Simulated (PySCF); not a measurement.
Constitutional and geometric isomers with formula C3H5N. All species are isolated molecules in the gas phase. One relaxed conformer stands for each flexible species; it need not be the lowest. Strings in code marks are SMILES.

The numbers are results of PBE0-D4/def2-TZVP run with PySCF, not measurements. Excitations are Tamm–Dancoff values on a coarser integration grid. The basis has no diffuse functions, so Rydberg states are missing or too high.

| species | dipole moment (D) | HOMO–LUMO gap (eV) | S1 oscillator strength | brightest of the four lowest singlets (TDA) (eV) |
|---|---|---|---|---|
| `CC=C=N` | 1.66 | 6.48 | 0.001 | 7.11 |
| `C1=CNC1` | 1.07 | 6.88 | 0.015 | 6.51 |
| `C=CN=C` (C–C–N–C torsion 180°) | – | 6.11 | 0.001 | 6.20 |
| `CCC#N` | 4.12 | 9.81 | 0.000 | – |
